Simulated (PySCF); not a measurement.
Compound: AlBiH6.
Atom-mapped SMILES: `[AlH3-:1][BiH3+:2]` (hydrogens: H3, H4, H5 on Al1; H6, H7, H8 on Bi2)

Method: PBE0-D3(BJ)/def2-SVP geometry optimisation, gas phase, def2 core potentials past Kr in PySCF; density fitting, grid level 1; the optimiser is geomeTRIC in internal coordinates, started from a GFN2-xTB structure with every atom displaced at random (about 0.01 Å).

Step 0: E = -12527.8694 eV
```
atom  x, y, z in Å  |  force x, y, z in eV/Å
Al1    -1.7064   -0.1318    0.0584   -0.523   0.654  -0.223
Bi2     1.0063    0.1849   -0.0162    1.158   0.151  -0.194
H3     -1.8832    0.4457   -1.4164   -0.134  -0.011  -0.059
H4     -1.8225    0.8584    1.2831   -0.224   0.106   0.221
H5     -1.6074   -1.6610    0.2765    0.002  -0.692   0.125
H6      2.0699   -0.2229    1.3253    0.005  -0.073   0.327
H7      1.8607   -0.9645   -1.0453    0.006  -0.204  -0.201
H8      2.1392    1.4716   -0.5179   -0.290   0.068   0.005
```

Step 1: E = -12528.0153 eV
```
atom  x, y, z in Å  |  force x, y, z in eV/Å
Al1    -1.7305   -0.0937    0.0531   -0.241  -0.049   0.032
Bi2     1.1077    0.1208   -0.0048    0.488  -0.096  -0.080
H3     -1.9408    0.4851   -1.4199    0.004  -0.042  -0.028
H4     -1.9455    0.8940    1.2870   -0.028  -0.031   0.045
H5     -1.6481   -1.6808    0.2863   -0.043   0.108  -0.008
H6      2.1779   -0.2541    1.3674   -0.076   0.057   0.008
H7      1.9722   -1.0100   -1.0766   -0.068   0.034  -0.003
H8      2.0637    1.5191   -0.5451   -0.037   0.018   0.035
```

**Question.** Estimate the geometry and energy of step 2. (The exact step hangs on the optimiser's Hessian estimate; all steps are aligned on step 1, rigid shifts and turns removed.)

**Answer.** E = -12528.0322 eV, largest force 0.177 eV/Å
```
atom  x, y, z in Å  |  force x, y, z in eV/Å
Al1    -1.7515   -0.0912    0.0549   -0.143   0.011   0.022
Bi2     1.1412    0.1172   -0.0116    0.165  -0.034  -0.055
H3     -1.9560    0.4706   -1.4265    0.013  -0.009   0.000
H4     -1.9703    0.8837    1.3000   -0.003  -0.011   0.000
H5     -1.6889   -1.6712    0.2895   -0.006   0.011   0.003
H6      2.1967   -0.2427    1.3687   -0.009   0.014   0.045
H7      1.9945   -1.0081   -1.0881    0.000  -0.009  -0.026
H8      2.0910    1.5222   -0.5393   -0.017   0.027   0.011
```

The energy changes by -0.0169 eV. The first-order estimate −F·Δx gives -0.0244 eV and the mean of the old and new forces, exact on a quadratic surface, -0.0170 eV. The step makes an angle of 60° with the force vector and moves no atom by more than 0.042 Å.

The cost below is that of the whole optimisation. On Intel Xeon Platinum 8488C, one thread (shared host), this took 22 s of wall time and 0.33 GiB of memory at its peak.
